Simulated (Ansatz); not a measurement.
Conformers of `CO[SiH2][SiH2]O`, each relaxed with PBE0-D4/def2-TZVP in Ansatz. CBS adds the triple-zeta coupled-cluster correction to the MP2 limit.

Not all of them had a frequency check.

Conformer A:

Z-matrix (Å, degrees):
```
C
O 1 1.409
H 1 1.096 2 111.4
H 1 1.091 2 108.3 3 119.3
H 1 1.096 2 111.4 3 -121.3
Si 2 1.648 1 122.6 3 62.6
Si 6 2.349 2 106.9 1 178.6
H 6 1.495 2 110.4 1 56.1
H 6 1.498 2 110.5 1 -60.8
O 7 1.656 6 111.0 2 172.2
H 7 1.484 6 111.3 2 -70.7
H 7 1.492 6 109.0 2 49.2
H 10 0.958 7 117.4 6 -62.3
```

Conformer B:

Cartesian coordinates in Å:
```
C 2.025 -0.392 1.621
O 0.889 0.166 1.002
Si 0.161 -0.529 -0.304
Si -1.639 0.873 -0.830
O -2.376 0.181 -2.141
H 2.871 -0.452 0.925
H 1.818 -1.398 2.005
H 2.310 0.247 2.458
H 1.125 -0.647 -1.439
H -0.289 -1.914 0.025
H -1.168 2.254 -1.141
H -2.580 0.989 0.322
H -3.146 0.621 -2.503
```

Conformer C:

Z-matrix (Å, degrees):
```
C
O 1 1.411
H 1 1.096 2 111.2
H 1 1.091 2 108.5 3 -119.4
H 1 1.096 2 111.2 3 121.3
Si 2 1.660 1 122.7 3 -60.7
Si 6 2.353 2 99.1 1 179.8
H 6 1.493 2 110.1 1 -58.7
H 6 1.493 2 110.0 1 58.5
O 7 1.652 6 104.1 2 -2.6
H 7 1.488 6 112.5 2 -121.9
H 7 1.489 6 112.2 2 116.9
H 10 0.962 7 113.3 6 2.5
```

Problem. Which is lowest in electronic energy at CCSD(T)/CBS (frozen core, def2 sets), and by how much? (An estimate is asked.)

Solution. Computed: C; A lies 3.8 kJ/mol higher, B lies 2.0 kJ/mol higher. Gaps under about 2 kJ/mol don't settle the order.

Problem. Give the energies relative to C (kJ/mol) with PBE0-D4/def2-TZVPP, B3LYP-D4/def2-TZVPP, ωB97M-V/def2-TZVPP, r2SCAN/def2-TZVPP, B3LYP/def2-TZVPP, CCSD/def2-TZVPP, CCSD/CBS(def2). (Estimate.)

Solution. The calculation gave: 
| level | A | B |
| --- | --- | --- |
| PBE0-D4/def2-TZVPP | 4.2 | 3.0 |
| B3LYP-D4/def2-TZVPP | 3.9 | 2.3 |
| ωB97M-V/def2-TZVPP | 5.0 | 3.4 |
| r2SCAN/def2-TZVPP | 4.2 | 3.6 |
| B3LYP/def2-TZVPP | 1.8 | 0.3 |
| CCSD/def2-TZVPP | 2.9 | 0.6 |
| CCSD/CBS(def2) | 2.8 | 0.7 |

B3LYP here is the variant with VWN-RPA as its local correlation; programs differ in this.
